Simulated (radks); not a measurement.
Values are calculated unless marked as measured or tabulated.
Dispersion coefficients C6 (hartree bohr^6) between ground-configuration atoms and ions, from the Casimir-Polder integral (3/pi) of alpha_A(iw) alpha_B(iw). Level of theory: non-relativistic Kohn-Sham, LDA (Slater exchange, Perdew-Wang correlation), spin-unpolarised, spherical densities, point nucleus (a radial shooting solver on a logarithmic mesh with Libxc functionals). Response by self-consistent Sternheimer equations with the Hartree and adiabatic LDA kernel. For heavy and open-shell atoms this level of theory can miss by tens of per cent.

\begin{tabular}{lrrrrrrrrr}
C6 & In & K+ & Sr & Ag & Li2+ & Al+ & Xe3+ & Ti & Ga2+ \\ \hline
In & 799.6 &  &  &  &  &  &  &  &  \\
K+ & 112.7 & 24.69 &  &  &  &  &  &  &  \\
Sr & 1490 & 176.8 & 2969 &  &  &  &  &  &  \\
Ag & 577.7 & 86.11 & 1062 & 420.1 &  &  &  &  &  \\
Li2+ & 1.645 & 0.4510 & 2.368 & 1.320 & 0.01144 &  &  &  &  \\
Al+ & 301.8 & 45.23 & 540.4 & 218.9 & 0.6483 & 117.0 &  &  &  \\
Xe3+ & 184.7 & 38.26 & 295.6 & 139.9 & 0.6875 & 73.91 & 59.84 &  &  \\
Ti & 924.6 & 119.7 & 1770 & 662.7 & 1.646 & 344.4 & 198.5 & 1083 &  \\
Ga2+ & 139.3 & 25.12 & 235.6 & 103.5 & 0.4305 & 54.80 & 40.02 & 154.0 & 27.97 \\
\end{tabular}

Static polarisabilities (bohr^3): In ([Kr] 4d10 5s2 5p1) 77.05, K+ ([Ar]) 5.744, Sr ([Kr] 5s2) 188.5, Ag ([Kr] 4d10 5s1) 53.25, Li2+ (1s1) 0.06623, Al+ ([Ne] 3s2) 23.48, Xe3+ ([Kr] 4d10 5s2 5p3) 10.04, Ti ([Ar] 3d2 4s2) 95.68, Ga2+ ([Ar] 3d10 4s1) 9.123. The combination rule 2 Ca Cb / ((alpha_b/alpha_a) Ca + (alpha_a/alpha_b) Cb) gives 162.8 for Sr-K+, against 176.8 from the integral.
